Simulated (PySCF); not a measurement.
This script is equivalent to a calculation on Rb²⁺ (rubidium, charge +2).

```python
from pyscf import gto, scf, dft, mp, cc
import basis_set_exchange as bse
mol = gto.M(atom="Rb 0 0 0", charge=2, spin=1, symmetry="D2h",
            basis=gto.basis.parse(bse.get_basis("cc-pVDZ-X2C", elements=["Rb"], fmt="nwchem", header=False)),
            nucmod="G")
mf = dft.UKS(mol, xc="LDA,VWN").sfx2c1e()
mf.irrep_nelec = {'Ag': (6, 6), 'B1g': (1, 1), 'B2g': (1, 1), 'B3g': (1, 1), 'B1u': (3, 3), 'B2u': (3, 3), 'B3u': (3, 2)}
mf.kernel()
```

What total energy does it give?

-2975.77 hartree (calculated).

Which occupied shell lies highest, and where?

4p β, at -34.674 eV.

What is ⟨S²⟩, and what would a pure spin state give?

0.750, against 0.75.
